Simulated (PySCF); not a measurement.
Radial density of Sb²⁺ (antimony, charge +2)

r2SCAN0, [Kr] 4d10 5s2 5d1, 2D determinant (an excited configuration). Computed with PySCF 2.14 in aug-cc-pVDZ-PP with ECP28MDF (5s4p3d, 32 functions), with scalar relativity through the core potential. This is the valence pseudo-density: the core potential removes the inner electrons and smooths the orbitals near the nucleus.

| r (bohr) | 4πr²ρ (e/bohr) | 4πr²(ρα − ρβ) |
| --- | --- | --- |
| 0.00494 | 1.430e-05 | 0.0000 |
| 0.00830 | 3.958e-05 | 0.0000 |
| 0.0140 | 0.0001052 | 0.0000 |
| 0.0235 | 0.0002517 | 0.0000 |
| 0.0395 | 0.0004758 | 0.0000 |
| 0.0665 | 0.0008595 | 0.0000 |
| 0.112 | 0.005593 | 0.0000 |
| 0.188 | 0.07094 | 0.0003 |
| 0.316 | 1.194 | 0.0039 |
| 0.532 | 13.73 | 0.0294 |
| 0.895 | 22.35 | 0.0402 |
| 1.51 | 5.525 | -0.0002 |
| 2.53 | 1.220 | 0.2850 |
| 4.26 | 0.2628 | 0.2373 |
| 7.16 | 0.01545 | 0.0154 |

Energies and moments cover only the electrons outside the core potential. The outer electron is Rydberg-like, and this basis confines it to a smaller radius and binds it less than a complete one would.
